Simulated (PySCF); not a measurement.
## C5H4ClF2O: g tensor and hyperfine couplings

Species: C₅H₄ClF₂O (doublet state).
Atom-mapped SMILES: `[F:1][C@@H:2]1[O:3][C:4]=[CH:5][CH2:6][C@:7]1([F:8])[Cl:9]` (hydrogens: H10 on C2; H11 on C5; H12, H13 on C6)

Geometry (GFN2-xTB, Å), atoms numbered from 1 in this order:
```
atom  x, y, z in Å
F1     1.6717    0.0024    1.1920
C2     1.3857   -0.2093   -0.1264
O3     1.3356    1.0002   -0.8107
C4     0.2786    1.7512   -0.5162
C5    -0.8418    1.4121    0.0631
C6    -1.1171   -0.0685    0.3233
C7     0.0166   -0.9179   -0.2260
F8    -0.1898   -1.1795   -1.5516
Cl9    0.1176   -2.4976    0.6079
H10    2.1960   -0.8106   -0.5569
H11   -1.6091    2.1114    0.3353
H12   -2.0485   -0.3773   -0.1541
H13   -1.1999   -0.2162    1.4025
```

The hyperfine couplings belong to this conformer and change with its torsions.

Level of theory: PySCF 2.14.0, UKS B3LYP, pcH-1 on C Cl F H O, non-relativistic, mean-field spin-orbit, GIAO. One conformer (not necessarily the lowest) at the GFN2-xTB geometry, without solvent, vibrations or thermal averaging. The geometry wasn't refined by DFT: couplings that depend on bond lengths, twists or pyramidal angles can differ widely from those at the functional's own minimum. The SCF solution wasn't tested for stability.

| Property | Result |
| --- | --- |
| g1, g2, g3 | 2.00181, 2.00198, 2.00245 |
| g_iso | 2.00208 |
| Form of g | rhombic: the two nearest values differ by 27 % of g3 − g1 |
| ⟨S²⟩ | 0.7573 (exact 0.7500) |
| α and β electrons | 39, 38 |
| Total energy | -927.95724 Eh |

Isotropic coupling and dipolar principal values T1 to T3, in MHz; ρ(0) is the spin density at the nucleus:

```
atom  isotope   a_iso  of which spin–orbit     T1     T2     T3  Mulliken spin population  ρ(0) (bohr⁻³)
  F1      19F     6.5                  0.1   -7.8   -7.0   14.8                      0.00         0.0015
  C2      13C    27.4                  0.0   -6.6   -6.0   12.6                      0.04         0.0243
  O3      17O  -136.4                  0.0  -20.1    8.8   11.4                      0.03         0.2250
  C4      13C   544.7                 -0.1  -76.5  -55.2  131.8                      0.94         0.4846
  C5      13C    55.5                  0.0  -20.9   -2.7   23.6                     -0.10         0.0494
  C6      13C    45.3                  0.0   -7.2   -6.3   13.5                      0.07         0.0403
  C7      13C    -4.4                  0.0   -0.9    0.1    0.8                      0.00        -0.0039
  F8      19F    -1.4                  0.0   -2.3   -1.7    4.0                      0.00        -0.0003
 Cl9     35Cl     4.5                  0.0   -1.6   -1.6    3.2                      0.01         0.0102
 H10       1H     1.8                  0.0   -4.0   -1.8    5.8                      0.00         0.0004
 H11       1H    40.5                  0.0   -8.1   -5.2   13.3                      0.02         0.0091
 H12       1H    -9.1                  0.0   -3.9   -1.5    5.3                      0.00        -0.0020
 H13       1H     0.3                  0.0   -3.8   -0.8    4.6                      0.00         0.0001
```

The largest Mulliken spin populations are on C4 (+0.94), C5 (-0.10) and C6 (+0.07). C4 is the only atom above +0.15.

Under fast tumbling the dipolar parts average out, and these isotropic splittings remain: 1 × 1H (H11, I = 1/2, 2 lines) with 1.45 mT, 1 × 1H (H12, I = 1/2, 2 lines) with 0.32 mT, 1 × 19F (F1, I = 1/2, 2 lines) with 0.23 mT, 1 × 35Cl (Cl9, I = 3/2, 4 lines) with 0.16 mT, 1 × 1H (H10, I = 1/2, 2 lines) with 0.06 mT and 1 × 19F (F8, I = 1/2, 2 lines) with 0.05 mT.

Main isotope only: 35Cl (natural samples also hold 24 % 37Cl, magnetic too, which adds its own pattern).

The 13C coupling of C4 (544.7 MHz) shows only in satellite lines or after enrichment, since that isotope makes up about 1.07 % of natural carbon.

The 17O coupling of O3 (-136.4 MHz) shows only in satellite lines or after enrichment, since that isotope makes up about 0.038 % of natural oxygen.

Examples of negative spin density at the nucleus (bohr⁻³): C7 (-0.0039) and H12 (-0.0020).

The run took 94 s of wall time (with the writing of density and orbital grids) on Arm Neoverse V1, one thread, shared host, and the process peaked at 0.97 GiB of memory.
